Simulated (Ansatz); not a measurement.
ClGeH3OSi, SMILES `Cl[SiH]1[O][GeH2]1`. Charge 0, multiplicity 1. Correlated methods include outer-core shells of Ge, which these sets cover unevenly. Scalar relativity is left out up to krypton.

```tsv
atom	x (Å)	y (Å)	z (Å)
Cl1	-0.7263	2.1288	-1.5507
Si2	-0.7267	0.7847	-0.0177
O3	0.6680	0.6082	0.8136
Ge4	0.5310	-1.0863	-0.0456
H5	-1.9691	1.0043	0.7513
H6	0.4878	-2.1815	1.0297
H7	1.7353	-1.2581	-0.9805
```

Q: Give the diagnostics of a CCSD(T)/def2-TZVPP run (frozen core, Ansatz). (Estimate.)

A: The calculation gave: T1 = 0.0138, largest single amplitude 0.023, largest double 0.061, (T) share of the correlation energy 4.1 %, 10 CCSD cycles. The RHF solution is stable towards an unrestricted one. T1 lies under the customary mark of 0.02 for closed shells.
